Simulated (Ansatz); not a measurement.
Si(iPr)H3 (C₃H₁₀Si). Total charge 0; singlet. Geometry PBE0-D4/def2-SVP.

| atom | x (Å) | y (Å) | z (Å) |
| --- | --- | --- | --- |
| Si1 | 0.6929 | 1.4417 | -0.5331 |
| C2 | 0.0883 | -0.0712 | 0.4367 |
| C3 | 0.6740 | -1.3646 | -0.1304 |
| C4 | -1.4389 | -0.1153 | 0.4953 |
| H5 | 0.4732 | 0.0646 | 1.4650 |
| H6 | 1.7754 | -1.3570 | -0.1302 |
| H7 | 0.3436 | -1.5321 | -1.1693 |
| H8 | 0.3480 | -2.2384 | 0.4590 |
| H9 | -1.7876 | -0.9720 | 1.0966 |
| H10 | -1.8648 | 0.7974 | 0.9413 |
| H11 | -1.8744 | -0.2264 | -0.5120 |
| H12 | 2.1891 | 1.4878 | -0.5658 |
| H13 | 0.1896 | 2.7063 | 0.0907 |
| H14 | 0.1915 | 1.3794 | -1.9439 |

**Question.** Estimate the orbital energies around the gap (eV) in Ansatz with HF/STO-3G, BLYP-D4/def2-TZVP, r2SCAN-D4/def2-TZVPD, PBE0-D4/def2-TZVPD, ωB97X-V/def2-TZVP.

**Answer.** 
| orbital | HF/STO-3G | BLYP-D4/def2-TZVP | r2SCAN-D4/def2-TZVPD | PBE0-D4/def2-TZVPD | ωB97X-V/def2-TZVP |
| --- | --- | --- | --- | --- | --- |
| HOMO−5 | -13.60 | -9.25 | -9.70 | -10.84 | -13.42 |
| HOMO−4 | -12.05 | -8.33 | -8.74 | -9.81 | -12.32 |
| HOMO−3 | -12.02 | -8.28 | -8.68 | -9.78 | -12.25 |
| HOMO−2 | -11.01 | -7.91 | -8.33 | -9.33 | -11.81 |
| HOMO−1 | -10.94 | -7.84 | -8.23 | -9.24 | -11.72 |
| HOMO | -9.49 | -6.77 | -7.11 | -8.10 | -10.46 |
| LUMO | 13.40 | -0.05 | 0.13 | 0.20 | 2.56 |
| LUMO+1 | 14.45 | 0.63 | 0.79 | 0.70 | 3.27 |
| LUMO+2 | 14.56 | 0.77 | 0.89 | 0.93 | 3.51 |
| LUMO+3 | 14.80 | 0.95 | 1.03 | 0.96 | 3.59 |
| LUMO+4 | 16.93 | 1.42 | 1.42 | 1.30 | 4.19 |
| LUMO+5 | 18.22 | 1.72 | 1.51 | 1.42 | 4.50 |
